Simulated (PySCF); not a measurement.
Gas-phase reaction: TiF4 + 2 O3 ⇌ TiO2 + 4 FO

Computed with PySCF and rigid-rotor harmonic-oscillator thermochemistry at 1 bar. † marks an energy on the PBE0/def2-TZVP geometry and frequencies; other levels use their own. MP2 and CCSD(T) freeze the core. Open shells (unrestricted): FO (multiplicity 2, electronic degeneracy 4); the rest are closed-shell singlets. Spin-orbit splitting is ignored; it lowers the true energy and changes the entropy of FO. B3LYP is the form with VWN-RPA correlation. MP2 isn't extrapolated to the basis-set limit; its ΔH°(298 K) is 1486.1 kJ in def2-SVP and 1502.7 kJ in def2-TZVPP. CCSD(T) isn't extrapolated to the basis-set limit; its ΔH°(298 K) is 1358.3 kJ in def2-SVP and 1379.8 kJ in def2-TZVPP. The harmonic model lacks anharmonicity and excited electronic states, which grow with temperature; levels with a mode under 35 cm⁻¹ are left out. Strong static correlation: O3. Warning, large T1 diagnostic: O3, TiF4, TiO2 (CCSD(T)/def2-SVP†, CCSD(T)/def2-TZVPP†).

ΔH° and ΔS° at 298 K: B3LYP/def2-TZVP† 1326 kJ, 344 J/K; CCSD(T)/def2-SVP† 1358 kJ, 344 J/K; CCSD(T)/def2-TZVPP† 1380 kJ, 344 J/K; MP2/def2-SVP† 1486 kJ, 344 J/K; PBE/def2-SVP 1438 kJ, 343 J/K.

Problem. With the heat capacities included, give log10 K (1 bar) at 800, 1000, 1400, 2000, 2500 K from B3LYP/def2-TZVP†, CCSD(T)/def2-SVP†, CCSD(T)/def2-TZVPP†, MP2/def2-SVP†, PBE/def2-SVP.

Solution. 
```json
[
 {"T (K)": "800", "B3LYP/def2-TZVP†": "-68.6", "CCSD(T)/def2-SVP†": "-70.7", "CCSD(T)/def2-TZVPP†": "-72.1", "MP2/def2-SVP†": "-79.1", "PBE/def2-SVP": "-76.1"},
 {"T (K)": "1000", "B3LYP/def2-TZVP†": "-51.3", "CCSD(T)/def2-SVP†": "-53.0", "CCSD(T)/def2-TZVPP†": "-54.2", "MP2/def2-SVP†": "-59.7", "PBE/def2-SVP": "-57.3"},
 {"T (K)": "1400", "B3LYP/def2-TZVP†": "-31.7", "CCSD(T)/def2-SVP†": "-32.9", "CCSD(T)/def2-TZVPP†": "-33.7", "MP2/def2-SVP†": "-37.6", "PBE/def2-SVP": "-36.0"},
 {"T (K)": "2000", "B3LYP/def2-TZVP†": "-17.0", "CCSD(T)/def2-SVP†": "-17.8", "CCSD(T)/def2-TZVPP†": "-18.4", "MP2/def2-SVP†": "-21.2", "PBE/def2-SVP": "-20.1"},
 {"T (K)": "2500", "B3LYP/def2-TZVP†": "-10.2", "CCSD(T)/def2-SVP†": "-10.9", "CCSD(T)/def2-TZVPP†": "-11.3", "MP2/def2-SVP†": "-13.5", "PBE/def2-SVP": "-12.7"}
]
```
